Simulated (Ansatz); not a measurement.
```yaml
crystal:
  periodic: [false, false, false]
  atoms:
    - {symbol: B, position_ang: [-0.946359, 1.892160, -0.300904]}
    - {symbol: Al, position_ang: [-0.129715, 0.155654, 0.178090]}
    - {symbol: C, position_ang: [0.120833, -0.896696, 1.895235]}
    - {symbol: C, position_ang: [0.929758, -0.727299, -1.469899]}
    - {symbol: H, position_ang: [-2.270364, 2.134416, -0.436160]}
    - {symbol: H, position_ang: [-0.660695, 2.999270, -0.264088]}
    - {symbol: H, position_ang: [-0.648796, -1.726983, 1.706789]}
    - {symbol: H, position_ang: [0.931146, -1.179820, 1.893347]}
    - {symbol: H, position_ang: [-0.323251, -0.186501, 2.610941]}
    - {symbol: H, position_ang: [0.813737, -1.942533, -1.359553]}
    - {symbol: H, position_ang: [1.719814, -0.522962, -1.757763]}
    - {symbol: H, position_ang: [0.581730, -0.450394, -2.410514]}
basis:
  gaussian: {orbitals: "6-31++G**"}
hamiltonian: {xc: {name: B2PLYP}}
scf: {lower_state_search: off}
relax: {f_tol: 0.001, max_steps: 3}
output: {forces: true}
```

```sh
$ ansatz run in.yaml --threads 2 --pin off --events-out ev --progress --plain --max-ram 4352MiB
```

(1) How does Ansatz answer? (Estimate.)

Results:

(1) Ansatz gave: No converged result was reached.
```
Functional definition: B2PLYP
1278 factors; integrals over basis functions are off by at most 3.6e-4 eV
mean field evaluation 1: about -9449.7073 eV, gradient 6.8e1 eV
mean field evaluation 2: about -9449.7820 eV, gradient 6.8e1 eV
mean field evaluation 4: about -9460.7227 eV, gradient 4.8e0 eV
mean field evaluation 8: about -9460.8254 eV, gradient 1.1e-1 eV
mean field evaluation 16: about -9460.8254 eV, gradient 3.5e-5 eV
mean field -9460.82540845 eV, -347.6789209828 hartree, gradient 8.9e-6 eV, S^2 0.000000; 0 other end points of the search recorded, 0 dependent functions left out
8 core orbitals not correlated: weight in the atoms' cores, before any rotation towards them, 1.000 or more for the frozen orbitals, at most 0.000 for the correlated occupied ones
reference -9460.82565275 eV, -347.6789299606 hartree; 11, 11 occupied and 109, 109 virtual orbitals, 1278 factors
second order -14.85127504 eV of doubles, -0.00000000 eV of singles
relax step   1: F+E_penalty+E_count = -9464.83525271 eV  Δ(F+E_penalty+E_count) = +0.000e0 eV  max|allowed force component| = 1.790e1 eV/Å  Δτ_max = 0.0000 Å  (40 SCF iters, accepted)
1279 factors; integrals over basis functions are off by at most 1.2e-3 eV
mean field -9465.20084071 eV, -347.8397151527 hartree, gradient 8.4e-6 eV, S^2 0.000000; 0 other end points of the search recorded, 0 dependent functions left out
8 core orbitals not correlated: weight in the atoms' cores, before any rotation towards them, 1.000 or more for the frozen orbitals, at most 0.000 for the correlated occupied ones
reference -9465.20108644 eV, -347.8397241828 hartree; 11, 11 occupied and 109, 109 virtual orbitals, 1279 factors
second order -14.75093141 eV of doubles, -0.00000000 eV of singles
relax step   2: F+E_penalty+E_count = -9469.18359219 eV  Δ(F+E_penalty+E_count) = -4.348e0 eV  max|allowed force component| = 2.959e0 eV/Å  Δτ_max = 0.1948 Å  (40 SCF iters, accepted)
1281 factors; integrals over basis functions are off by at most 6.5e-4 eV
mean field -9465.57570432 eV, -347.8534911360 hartree, gradient 3.2e-6 eV, S^2 0.000000; 0 other end points of the search recorded, 0 dependent functions left out
8 core orbitals not correlated: weight in the atoms' cores, before any rotation towards them, 1.000 or more for the frozen orbitals, at most 0.000 for the correlated occupied ones
reference -9465.57595114 eV, -347.8535002066 hartree; 11, 11 occupied and 109, 109 virtual orbitals, 1281 factors
second order -14.72799027 eV of doubles, -0.00000000 eV of singles
relax step   3: F+E_penalty+E_count = -9469.55226169 eV  Δ(F+E_penalty+E_count) = -3.687e-1 eV  max|allowed force component| = 7.816e-1 eV/Å  Δτ_max = 0.1888 Å  (41 SCF iters, accepted)
Error: geometry relaxation did not converge after 3 steps: max|allowed force component| = 7.82e-1 eV/Å (threshold 1.0e-3). Raise `relax.max_steps` over both its present limit and 3, loosen `relax.f_tol`, or start from a geometry closer to equilibrium. Where this run's directory can be resumed (`checkpoint.write`), a resume goes on for up to `relax.max_steps` more
```
